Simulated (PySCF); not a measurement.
C₃H₆BFO.

```xyz
12

B      0.5156     0.5460     0.6668
C      0.3199    -0.9452     0.1554
C     -0.9638    -1.1232    -0.6007
C     -1.1203    -0.9486    -1.9194
H      0.3928    -1.6379     1.0096
H      1.1902    -1.1604    -0.4934
H     -1.8521    -1.3491     0.0034
H     -0.2686    -0.7286    -2.5730
H     -2.0987    -1.0452    -2.3974
F      1.3803     0.7990     1.6502
O     -0.1307     1.5983     0.1287
H     -0.7333     1.3153    -0.5764
```

Geometry: B3LYP-D3(BJ)/def2-SVP. This is a generated structure with no PubChem entry under its InChIKey; it may be hypothetical. The values are those of a single conformer.

All values below come from HF/pcSseg-1 in PySCF. Non-relativistic, no solvent.

Computed absolute GIAO shielding of each atom: isotropic value and principal components (ppm):
| atom | σ(iso) | σ11 | σ22 | σ33 | span |
|---|---|---|---|---|---|
| B1 | 82.9 | 54.4 | 96.8 | 97.6 | 43.3 |
| C2 | 172.2 | 158.1 | 167.0 | 191.4 | 33.3 |
| C3 | 42.5 | -100.3 | 55.4 | 172.5 | 272.8 |
| C4 | 66.8 | -64.3 | 100.7 | 163.9 | 228.2 |
| H5 | 30.1 | 25.6 | 28.4 | 36.1 | 10.5 |
| H6 | 30.0 | 26.0 | 29.0 | 35.1 | 9.1 |
| H7 | 25.6 | 23.1 | 25.6 | 28.0 | 4.9 |
| H8 | 26.3 | 22.6 | 25.3 | 31.0 | 8.4 |
| H9 | 26.3 | 23.0 | 25.1 | 30.7 | 7.7 |
| F10 | 310.5 | 163.5 | 340.3 | 427.8 | 264.2 |
| O11 | 209.3 | 67.3 | 249.6 | 311.1 | 243.8 |
| H12 | 26.3 | 17.8 | 25.6 | 35.3 | 17.4 |
